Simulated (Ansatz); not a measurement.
Relaxation of ClH5Sn (7 atoms, charge 0, multiplicity 1), to a largest force component of 0.03 eV/Å in at most 50 steps.

Level of theory: Ansatz 0.2.0, RHF/def2-SVP.

```xyz
7
Properties=species:S:1:pos:R:3
Sn 0.211 0.000 -0.055
Cl 0.299 0.000 2.341
H 1.846 0.000 -0.529
H -0.598 1.418 -0.526
H -0.598 -1.418 -0.526
H -2.541 0.000 1.001
H -2.175 0.000 1.612
```

Task: Where does it end, and by what steps?

Result: The forces met the threshold. The force dipped under the threshold on the way, but the program's further checks kept it going. After 28 steps the energy has fallen by 0.191 eV; H6 moved furthest, 1.77 Å.

```json
{"step": "0", "energy less start (eV)": "0.0000", "largest force component (eV/Å)": "1.198", "accepted": "yes"}
{"step": "1", "energy less start (eV)": "-0.1178", "largest force component (eV/Å)": "0.134", "accepted": "yes"}
{"step": "2", "energy less start (eV)": "-0.1552", "largest force component (eV/Å)": "0.081", "accepted": "yes"}
{"step": "3", "energy less start (eV)": "-0.1730", "largest force component (eV/Å)": "0.043", "accepted": "yes"}
{"step": "4", "energy less start (eV)": "-0.1762", "largest force component (eV/Å)": "0.115", "accepted": "yes"}
{"step": "5", "energy less start (eV)": "-0.1816", "largest force component (eV/Å)": "0.017", "accepted": "yes"}
{"step": "6", "energy less start (eV)": "-0.1807", "largest force component (eV/Å)": "0.411", "accepted": "no"}
{"step": "7", "energy less start (eV)": "-0.1834", "largest force component (eV/Å)": "0.032", "accepted": "yes"}
{"step": "8", "energy less start (eV)": "-0.1846", "largest force component (eV/Å)": "0.065", "accepted": "yes"}
{"step": "9", "energy less start (eV)": "-0.1855", "largest force component (eV/Å)": "0.128", "accepted": "yes"}
{"step": "10", "energy less start (eV)": "-0.1862", "largest force component (eV/Å)": "0.120", "accepted": "yes"}
{"step": "11", "energy less start (eV)": "-0.1818", "largest force component (eV/Å)": "0.241", "accepted": "no"}
{"step": "12", "energy less start (eV)": "-0.1872", "largest force component (eV/Å)": "0.069", "accepted": "yes"}
{"step": "13", "energy less start (eV)": "-0.1852", "largest force component (eV/Å)": "0.178", "accepted": "no"}
{"step": "14", "energy less start (eV)": "-0.1883", "largest force component (eV/Å)": "0.060", "accepted": "yes"}
{"step": "15", "energy less start (eV)": "-0.1887", "largest force component (eV/Å)": "0.112", "accepted": "yes"}
{"step": "16", "energy less start (eV)": "-0.1889", "largest force component (eV/Å)": "0.144", "accepted": "yes"}
{"step": "17", "energy less start (eV)": "-0.1893", "largest force component (eV/Å)": "0.141", "accepted": "yes"}
{"step": "18", "energy less start (eV)": "-0.1898", "largest force component (eV/Å)": "0.140", "accepted": "yes"}
{"step": "19", "energy less start (eV)": "-0.1887", "largest force component (eV/Å)": "0.283", "accepted": "no"}
{"step": "20", "energy less start (eV)": "-0.1901", "largest force component (eV/Å)": "0.089", "accepted": "yes"}
{"step": "21", "energy less start (eV)": "-0.1845", "largest force component (eV/Å)": "0.174", "accepted": "no"}
{"step": "22", "energy less start (eV)": "-0.1907", "largest force component (eV/Å)": "0.056", "accepted": "yes"}
{"step": "23", "energy less start (eV)": "-0.1909", "largest force component (eV/Å)": "0.069", "accepted": "yes"}
{"step": "24", "energy less start (eV)": "-0.1911", "largest force component (eV/Å)": "0.091", "accepted": "yes"}
{"step": "25", "energy less start (eV)": "-0.1912", "largest force component (eV/Å)": "0.080", "accepted": "yes"}
{"step": "26", "energy less start (eV)": "-0.1913", "largest force component (eV/Å)": "0.044", "accepted": "yes"}
{"step": "27", "energy less start (eV)": "-0.1914", "largest force component (eV/Å)": "0.018", "accepted": "yes"}
{"step": "28", "energy less start (eV)": "-0.1914", "largest force component (eV/Å)": "0.024", "accepted": "yes"}
```

```xyz
7
Properties=species:S:1:pos:R:3
Sn 0.742 0.000 -0.380
Cl 0.116 0.000 1.904
H 2.441 0.000 -0.409
H 0.087 1.416 -1.055
H 0.087 -1.416 -1.055
H -3.887 0.000 2.143
H -3.141 0.000 2.170
```

The run took 42 s on 1 thread of Arm Neoverse V1, on a shared host, peak memory 0.12 GiB.
